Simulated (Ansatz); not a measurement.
`[Cl][In]([Cl])[CH]1BO1` + CH₃NH₂ → `C[NH][In]([Cl])[Cl]` + `B1CO1` at 500 K and 1 bar (ligand exchange at the In–C bond).

Computed with Ansatz on PBE0-D4/def2-TZVP structures; ΔE is electronic, products minus reactants. CBS: MP2 limit from def2 TZ/QZ plus the TZ coupled-cluster correction, frozen cores. def2 core potentials past Kr. For In outer-core shells are correlated without core-valence functions, which leaves a few kJ/mol of doubt a bond. One conformer a species, not always the lowest.

| species | CCSD(T)/CBS energy (Eh) | H − E (kJ/mol) | S (J/(mol·K)) |
| --- | --- | --- | --- |
| `[Cl][In]([Cl])[CH]1BO1` | -1248.67600 | 138.9 | 469.2 |
| CH₃NH₂ | -95.75281 | 191.8 | 270.3 |
| `C[NH][In]([Cl])[Cl]` | -1204.63611 | 195.0 | 459.8 |
| `B1CO1` | -139.80191 | 134.2 | 278.3 |

H − E and S are ideal-gas, rigid-rotor, harmonic terms from PBE0-D4/def2-TZVP, for one conformer and one mirror image of each species. 1 Eh = 2625.50 kJ/mol, R = 8.31446 J/(mol·K).

**Question.** By hand: ΔE, ΔH, ΔS and ΔG.

**Answer.** ΔE = (-1204.63611) + (-139.80191) − (-1248.67600) − (-95.75281) = -0.00921 Eh = -24.2 kJ/mol. Δ(H − E) = 195.0 + 134.2 − 138.9 − 191.8 = -1.5, so ΔH = -25.7 kJ/mol. ΔS = 459.8 + 278.3 − 469.2 − 270.3 = -1.4 J/(mol·K). ΔG = -25.7 − 500 × (-1.4)/1000 = -25.0 kJ/mol.

**Question.** By hand: the equilibrium constant, and the temperature at which ΔG would vanish if ΔH and ΔS stayed fixed.

**Answer.** log₁₀ K = −ΔG/(RT ln 10) = 2.6. ΔG = 0 at ΔH/ΔS = 18357 K, far beyond where these terms or the molecules hold.

The number of gas molecules stays the same, so ΔS is small and ΔH decides. A doubt of 5 kJ/mol in ΔE shifts log₁₀ K by 0.5 here. Other conformers and mirror images would add mixing entropy, several J/(mol·K) or more a flexible species. Modes under 60 cm⁻¹, often nearly free rotors, make the harmonic entropy too high. These are equilibria of isolated gas molecules and say nothing of rates. Largest T1 diagnostic: 0.016 (customary marks: 0.02 for closed shells, 0.045 for open ones).
